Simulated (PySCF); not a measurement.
# [PbF3]+ relaxed at several levels

Computed with PySCF 2.14.0, def2-SVP on the ligands, density fitting, scalar-relativistic core potentials, no spin-orbit coupling, vacuum. Each row is relaxed at its own level from the same template. Distances are means of the shortest metal–ligand contacts, charges and spins Mulliken's; removal energies are rigid, with the ligand's formal charge and no counterpoise, so too large; for an anion taken off a cation in vacuum most of it is the attraction of opposite charges, and multiply charged cations can part far more cheaply with an electron moved from ligand to metal.

```csv
level,basis on the metal,point group,M–F (Å),charge on M (e),HOMO–LUMO gap (eV),removal of one F (eV),unstable modes (below −25 cm⁻¹)
TPSS,def2-SVP with ECP60,C2v,2.003,1.59,2.50,19.78,not given
```

Question: What does the calculation give for PBE, def2-SVP with ECP60?

Answer: point group: C2v, M–F (Å): 2.009, charge on M (e): 1.53, HOMO–LUMO gap (eV): 2.21, removal of one F (eV): 19.93, unstable modes (below −25 cm⁻¹): 0.
```xyz
4

Pb   -0.0481   -0.0001    0.0000
F     1.9633   -0.0015    0.0003
F    -0.9559    1.7914   -0.0001
F    -0.9592   -1.7898   -0.0001
```

Released from the template's symmetry along a force that breaks it: PBE, TPSS. One start shape was tried for each, so a minimum needn't be the lowest isomer.
